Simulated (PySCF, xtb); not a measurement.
Si(H)3(OAc) (C2H6O2Si), SMILES CC(=O)O[SiH3].

Harmonic wavenumbers (cm⁻¹) from GFN2-xTB run with xtb 6.7.1 at its own minimum, in rising order: 63, 99, 105, 127, 353, 558, 569, 623, 631, 747, 767, 779, 797, 964, 1004, 1011, 1226, 1364, 1443, 1444, 1770, 2306, 2318, 2333, 3028, 3035, 3065.

Problem. What does PySCF 2.14.0 with PBE-D3(BJ)/def2-SVP give at its own minimum? (Estimate from the structure and the level; the computed values follow.)

Solution. 87, 124, 141, 215, 366, 564, 577, 673, 682, 768, 903, 905, 924, 936, 977, 1010, 1250, 1334, 1386, 1394, 1763, 2195, 2209, 2213, 2994, 3078, 3128. Paired by order, the mean absolute difference is 52 cm⁻¹ and the zero-point energies are 46.5 and 46.9 kcal/mol.
